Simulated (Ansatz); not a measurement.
Gas-phase electronic energies from Ansatz, PBE0-D4/def2-TZVP geometries. CCSD(T)/CBS adds triple-zeta CCSD(T) − MP2 to the extrapolated MP2 energy (def2 sets, frozen cores). This one scheme is used for every species. Functionals use def2-TZVPP. B3LYP here is the variant with VWN-RPA as its local correlation; programs differ in this. def2 core potentials past Kr. For Te outer-core shells are correlated without core-valence functions, which leaves a few kJ/mol of doubt a bond. Each species was taken in one conformer, which may not be the lowest.

Consider the cleavage of the Al–Si bond: `[NH2][AlH][SiH2][TeH]` + `[SiH3]N[SiH3]` → `[NH2][AlH][N]([SiH3])[SiH3]` + `[SiH3][TeH]`.

`[NH2][AlH][SiH2][TeH]`:

Z-matrix (Å, degrees):
```
Si
Al 1 2.430
Te 1 2.523 2 99.3
H 1 1.490 2 115.3 3 -109.2
H 1 1.490 2 119.6 3 120.0
N 2 1.766 1 119.4 3 113.3
H 2 1.585 1 121.6 3 -61.3
H 3 1.660 1 91.8 2 43.7
H 6 1.008 2 124.7 1 -172.3
H 6 1.007 2 125.1 1 4.9
```

`[SiH3]N[SiH3]`:

```xyz
10

Si    1.181   -0.474   -0.904
N     0.262   -0.217    0.534
Si   -1.270    0.556    0.718
H     0.541    0.314   -1.986
H     1.222   -1.907   -1.308
H     2.590   -0.029   -0.721
H     0.648   -0.624    1.375
H    -1.595    1.210   -0.573
H    -1.224    1.574    1.803
H    -2.356   -0.404    1.062
```

`[NH2][AlH][N]([SiH3])[SiH3]`:

Z-matrix (Å, degrees):
```
Si
N 1 1.733
H 1 1.490 2 110.4
H 1 1.489 2 111.7 3 119.6
H 1 1.486 2 109.3 3 -120.0
Al 2 1.799 1 120.7 3 132.4
Si 2 1.731 1 117.1 3 -46.5
N 6 1.763 2 119.5 1 -178.8
H 6 1.575 2 120.2 1 1.0
H 7 1.489 2 112.1 1 79.7
H 7 1.489 2 110.3 1 -40.4
H 7 1.488 2 109.9 1 -160.1
H 8 1.006 6 126.4 2 -2.6
H 8 1.007 6 123.2 2 178.7
```

`[SiH3][TeH]`:

```xyz
6

Si   -0.051   -0.234    0.604
Te    0.582    1.402   -1.169
H     0.633   -1.536    0.409
H     0.399    0.387    1.874
H    -1.518   -0.451    0.640
H    -0.045    0.431   -2.358
```

| level | ΔE (kcal/mol) | difference from CCSD(T)/CBS |
| --- | --- | --- |
| PBE-D4 | -16.4 | 4.5 |
| B3LYP-D4 | -20.7 | 0.2 |
| ωB97X-V | -20.7 | 0.2 |
| ωB97M-V | -22.0 | -1.1 |
| B2PLYP | -21.0 | -0.1 |
| PBE | -15.4 | 5.5 |
| HF/def2-TZVPP | -22.2 | -1.3 |
| CCSD/def2-TZVPP | -21.5 | -0.6 |
| CCSD(T)/def2-TZVPP | -21.3 | -0.4 |
| MP2/CBS(def2) | -22.6 | -1.7 |
| CCSD(T)/CBS | -20.9 | 0 |

Largest T1 diagnostic among the species: 0.012.

The D4 term adds −1.5 kcal/mol with B3LYP and −0.8 kcal/mol with PBE0; it sums over pairs of atoms, weighted by their polarisabilities, and B3LYP, whose exchange is more repulsive, gets the larger term. From PBE to PBE0 (25 % exact exchange), in def2-TZVPP and without D4, ΔE moves by −1.4 kcal/mol.
